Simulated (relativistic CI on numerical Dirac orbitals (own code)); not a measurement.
## Sensitivity of the levels of Au¹⁴⁺ to α and to the nuclear radius

Computed by Dirac-Coulomb-Breit CI, separate exchange-only KLI orbitals for each configuration, derivatives by finite differences, unscaled Slater integrals, QED left out (own radial code, finite nucleus).

Configurations in the expansion (outside the closed core [Kr] 4d10): 4f¹⁴5s²5p³, 4f¹⁴5s5p⁴, 4f¹⁴5s²5p²5d, 4f¹³5s²5p⁴, 4f¹⁴5s5p³5d, 4f¹⁴5p⁵, 4f¹³5p⁶, 4f¹⁴5s²5p5d², 4f¹⁴5s²5d³, 4f¹⁴5s5p5d³. Double excitations out of closed p, d and f shells are left out; levels of such configurations are missing from the list, as are those of other unlisted configurations, and high levels can miss mixing partners.

With x = (α/α₀)² − 1 an excitation energy changes as ω = ω₀ + qx; K = 2q/ω₀ is the relative enhancement. Terms are leading LS components, so labels can repeat. The field-shift factor is F = δν/δ⟨r²⟩ for the transition from the lowest level.

Lowest level 4f¹⁴5s²5p³ ²P°3/2.

| Level | ω₀ (cm⁻¹) | q (cm⁻¹) | F (GHz/fm²) |
| --- | --- | --- | --- |
| 4f¹⁴5s²5p³ ⁴S°3/2 | 147918 | 212100 | -42.9 |
| 4f¹⁴5s²5p³ ²D°5/2 | 168313 | 212300 | -42.6 |
| 4f¹⁴5s²5p³ ²P°1/2 | 193083 | 214600 | -44.8 |
| 4f¹⁴5s²5p³ ²P°3/2 | 344449 | 430300 | -91.6 |
| 4f¹³5s²5p⁴ ⁴G°11/2 | 435393 | -157600 | 55 |
| 4f¹³5s²5p⁴ ²G°9/2 | 436343 | -159700 | 55.5 |
| 4f¹³5s²5p⁴ ²D°3/2 | 438755 | -155100 | 54.5 |
| 4f¹³5s²5p⁴ ²F°7/2 | 439200 | -157300 | 54.5 |
| 4f¹³5s²5p⁴ ²D°5/2 | 445475 | -154800 | 54.5 |
| 4f¹³5s²5p⁴ ²F°5/2 | 464734 | -131200 | 56.4 |
| 4f¹³5s²5p⁴ ⁴D°3/2 | 468140 | -129000 | 56.5 |
| 4f¹³5s²5p⁴ ⁴D°1/2 | 468531 | -126600 | 56 |
| 4f¹⁴5s5p⁴ ⁴P5/2 | 469188 | 255900 | -565 |

At this charge transitions that keep the count of f electrons are usually good to a few per cent. Levels and lines within the n = 5 or 6 shells can be off by up to 10 % or somewhat more, and those that change n by about 2 %, since core polarisation is missing. Levels that differ in their count of f electrons can be misplaced by several ten thousand cm⁻¹, since the correlation energy of f electrons is missing or only estimated; rates across such gaps can be off by orders of magnitude.

(1) Which transition from the lowest level has the largest |K|?

## Answers

(1) 4f¹⁴5s²5p³ ⁴S°3/2 at 147918 cm⁻¹, K = 2.87.
